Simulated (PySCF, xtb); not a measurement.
BClFI, SMILES FB(Cl)I.

GFN2-xTB run with xtb at its own geometry gives an orbital gap of 4.42 eV and a dipole moment of 3.31 D.

Coordinates come from a PBE0-D3(BJ)/def2-SVP optimisation. The def2 effective core potentials stand for the cores of I; spin–orbit coupling is left out.

Q: What does ωB97X/def2-TZVPD (PySCF) give? (The exact figures need the calculation; the answer reports its results.)

A: gap 11.04 eV (levels -10.26 and 0.78 eV), dipole 0.36 D.
